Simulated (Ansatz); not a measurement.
Reaction (substitution at a C–C bond): `OBCCCl` + HCl → `OBCCl` + `CCl`

Computed with Ansatz on PBE0-D4/def2-TZVP structures; ΔE is electronic, products minus reactants. CBS: MP2 limit from def2 TZ/QZ plus the TZ coupled-cluster correction, frozen cores. This one scheme is used for every species. One conformer a species, not always the lowest.

```
 species  CCSD(T)/CBS(def2) energy (Eh)
`OBCCCl`                     -639.51984
     HCl                     -460.38127
 `OBCCl`                     -600.26080
   `CCl`                     -499.63220
```

Task: Work out ΔE.

Result: ΔE = (-600.26080) + (-499.63220) − (-639.51984) − (-460.38127) = 0.00811 Eh = +0.22 eV.

Largest T1 diagnostic among the species: 0.012.

In def2-TZVPP, CCSD(T) changes the Hartree–Fock value by +0.07 eV (the triples alone add −0.01 eV) and MP2 by +0.09 eV. The D4 term adds +0.04 eV with B3LYP and +0.03 eV with PBE0; it sums over pairs of atoms, weighted by their polarisabilities, and B3LYP, whose exchange is more repulsive, gets the larger term.

B3LYP here is the variant with VWN-RPA as its local correlation; programs differ in this.
